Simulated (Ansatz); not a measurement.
C3H10GeO, singlet, at a GFN2-xTB geometry, with bond 10-3 at 1.8 times its length; SC-NEVPT2/STO-3G, CASSCF(4,4) in Ansatz (a first-principles code).

Here is a job for Ansatz.
Ansatz 0.2 input:
```yaml
crystal:
  periodic: [false, false, false]
  atoms:
    - {symbol: Ge, position_ang: [0.30755288, -0.03604660, -0.34013363]}
    - {symbol: C, position_ang: [1.19341788, 1.71872257, -0.43906376]}
    - {symbol: C, position_ang: [1.16710208, -1.35523263, 0.87167973]}
    - {symbol: O, position_ang: [-1.28757200, 0.41398753, 0.30590616]}
    - {symbol: C, position_ang: [-2.33125052, -0.48301172, 0.59301895]}
    - {symbol: H, position_ang: [0.07162587, -0.67151598, -1.71110439]}
    - {symbol: H, position_ang: [2.17003946, 1.63895588, -0.90724559]}
    - {symbol: H, position_ang: [0.58914327, 2.41573644, -1.01119889]}
    - {symbol: H, position_ang: [1.32111735, 2.12145775, 0.56182816]}
    - {symbol: H, position_ang: [0.16371116, -3.03456173, 0.91459402]}
    - {symbol: H, position_ang: [1.20720711, -0.95348069, 1.88124208]}
    - {symbol: H, position_ang: [2.17963948, -1.57435970, 0.54937078]}
    - {symbol: H, position_ang: [-2.61866639, -1.06515128, -0.28679680]}
    - {symbol: H, position_ang: [-2.05895744, -1.17595305, 1.39411167]}
    - {symbol: H, position_ang: [-3.18754393, 0.11122553, 0.91748930]}
basis:
  gaussian:
    orbitals: STO-3G
magnetization: {spin_polarized: false}
correlation: {method: sc_nevpt2, electrons: all, active_space: {window: {electrons: 4, orbitals: 4}}}
```

It wrote (shortened):

```
Functional definition: HF
608 factors; integrals over basis functions are off by at most 3.7e-5 eV
mean field evaluation 1: about -61045.2758 eV, gradient 2.4e1 eV
mean field evaluation 2: about -61045.4463 eV, gradient 2.4e1 eV
mean field evaluation 4: about -61047.8200 eV, gradient 2.4e0 eV
mean field evaluation 8: about -61047.8478 eV, gradient 1.7e-4 eV
mean field -61047.84776864 eV, -2243.4670257800 hartree, gradient 2.4e-6 eV, S^2 0.000000; 0 other end points of the search recorded, 0 dependent functions left out; unrestricted orbitals would lower it
reference -61047.84776864 eV, -2243.4670257800 hartree; 34, 34 occupied and 14, 14 virtual orbitals, 608 factors
state -61050.63201554 eV, -2243.5693449664 hartree
state -61050.63201554 eV, -2243.5693449664 hartree; corrected -61056.25432246 eV, -2243.7759609347 hartree
state -61050.57619717 eV, -2243.5672936791 hartree
state -61050.57619717 eV, -2243.5672936791 hartree; corrected -61056.25700647 eV, -2243.7760595703 hartree
state -61050.57619717 eV, -2243.5672936791 hartree; corrected -61056.25700647 eV, -2243.7760595703 hartree
the orbitals are reached from a further start. From the first start the search ends at -61050.63137723 eV, -2243.5693215092 hartree
WARN: the results are in doubt because another end's mean lies 0.056 eV lower, and its corrected mean 0.003 eV higher
Total energy: -61056.25700647 eV, -2243.7760595703 hartree
In doubt: another end's mean lies 0.056 eV lower, and its corrected mean 0.003 eV higher
```
